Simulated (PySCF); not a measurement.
**Electric field gradients and quadrupole coupling constants**

C8H18O.
SMILES with atom numbers: `[CH3:1][CH2:2][CH:3]([CH2:4][CH3:5])[O:6][CH:7]([CH3:8])[CH3:9]` (hydrogens: H10, H11, H12 on C1; H13, H14 on C2; H15 on C3; H16, H17 on C4; H18, H19, H20 on C5; H21 on C7; H22, H23, H24 on C8; H25, H26, H27 on C9)

Structure used (GFN2-xTB), in Å, numbered top down from 1:
```xyz
27
C8H18O angstrom
C     -1.8162    1.8278   -1.0178
C     -1.2543    0.4976   -1.5040
C     -0.7000   -0.3696   -0.3583
C     -1.7735   -0.7156    0.6780
C     -1.3006   -1.7993    1.6387
O      0.3451    0.2972    0.3282
C      1.6428    0.1798   -0.2280
C      2.3338   -1.1023    0.2458
C      2.4300    1.4129    0.2072
H     -2.0160    2.4848   -1.8613
H     -2.7432    1.6833   -0.4696
H     -1.0960    2.3092   -0.3609
H     -2.0224   -0.0699   -2.0328
H     -0.4434    0.6923   -2.2104
H     -0.3208   -1.3067   -0.7971
H     -2.0002    0.1880    1.2429
H     -2.6765   -1.0426    0.1595
H     -0.3830   -1.4813    2.1265
H     -1.1085   -2.7300    1.1077
H     -2.0537   -1.9871    2.4005
H      1.5777    0.1638   -1.3273
H      3.3199   -1.1835   -0.2035
H      1.7512   -1.9775   -0.0330
H      2.4353   -1.0852    1.3280
H      1.9500    2.3141   -0.1650
H      2.4563    1.4601    1.2925
H      3.4461    1.3661   -0.1744
```

Field gradients from the PBE0/pcSseg-1 density (PySCF, non-relativistic), principal values in atomic units, ordered |Vxx| ≤ |Vyy| ≤ |Vzz|:

| atom | Vxx | Vyy | Vzz |
| --- | --- | --- | --- |
| O6 | -0.0275 | -1.9358 | 1.9633 |

Q: Find the asymmetry η = (Vxx − Vyy)/Vzz and the couplings χ = eQV/h (234.96 MHz × Q in barn × V in au), with Q(17O) = −0.0256 b.

A: 
| atom | environment | nucleus | η | χzz (MHz) | χxx (MHz) | χyy (MHz) |
| --- | --- | --- | --- | --- | --- | --- |
| O6 | ether oxygen | 17O | 0.97 | -11.81 | 0.17 | 11.64 |

At O6 η is above 0.9: Vyy and Vzz are nearly equal in size and opposite in sign, so a small change could swap them and flip the sign of χzz. 

Q: What is Vzz at O6 in SI units (1 au = 9.71736 × 10²¹ V/m²)?

A: 1.9633 au = 19.079 × 10²¹ V/m².

Were the hydrogens deuterons (Q(2H) = 0.00286 b), χzz would run from 187 kHz (H15 and H21) to 213 kHz (H11, H22, H27, H20 and 4 more).

Geometry: GFN2-xTB, one conformer, isolated molecule. GFN2-xTB bond lengths can be off by several hundredths of an ångström, more for odd bonds, and the gradients follow them. A larger basis could move these couplings by a tenth or more.
